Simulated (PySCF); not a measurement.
## Excitation energy of P+ by level of theory

P+ [Ne] 3s2 3p2 (3P) → P+ [Ne] 3s1 3p2 4s1 (5P), as a difference of total energies. Calculation: PySCF 2.14, in aug-cc-pCVQZ-DK (10s9p7d5f3g, 134 functions); the spin-free X2C one-electron Hamiltonian (Gaussian nucleus). Correlated levels: valence: [Ne] frozen; valence and next inner shell: 1s2 frozen; nothing frozen. The calculations carry no spin-orbit coupling.

| method | excitation energy (eV) |
| --- | --- |
| UHF | 15.789 |
| LDA | 17.484 |
| PBE | 17.419 |
| PBE0 | 17.374 |
| r2SCAN | 17.119 |
| r2SCANh | 17.131 |
| PW91 | 17.437 |
| M06-2X | 17.751 |
| MP2 (valence) | 17.102 |
| SCS-MP2 (valence) | 17.552 |
| MP2 (valence and next inner shell) | 17.321 |
| SCS-MP2 (valence and next inner shell) | 17.718 |
| MP2 (all electrons) | 17.317 |
| SCS-MP2 (all electrons) | 17.716 |

Question: How much does correlation contribute at MP2 (all electrons)?

Answer: 17.317 − (15.789) = 1.528 eV, measured against UHF.

The promoted electron is Rydberg-like, and one or two diffuse shells describe it only roughly, which tends to raise the upper state.
